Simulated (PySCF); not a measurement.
B3LYP has the VWN-RPA correlation part, as in Gaussian. Delta-SCF ions had no search for a lower state. Excitations are Tamm–Dancoff values on a coarser integration grid. The basis has no diffuse functions, so Rydberg states are missing or too high.

Cartesian coordinates (Å):
SMILES: OB(O)S
```xyz
7

O     -0.8997    -1.0144     0.0018
B     -0.0695     0.0630    -0.0176
O     -0.6002     1.3153    -0.1635
S      1.7390    -0.1798     0.1511
H     -1.8263    -0.7639    -0.0937
H      0.0342     2.0371    -0.1692
H      1.6829    -1.5160     0.2567
```
Charge 0, spin multiplicity 1.

Task: Estimate the S1 oscillator strength, S1 excitation (TDA), dipole moment, HOMO–LUMO gap and vertical ionisation energy (Delta-SCF) that PySCF with B3LYP-D3(BJ)/def2-TZVP returns for this input.

Result: 
S1 oscillator strength: 0.005
S1 excitation (TDA): 6.02 eV
dipole moment: 0.208 e·Å
HOMO–LUMO gap: 7.23 eV
vertical ionisation energy (Delta-SCF): 10.05 eV
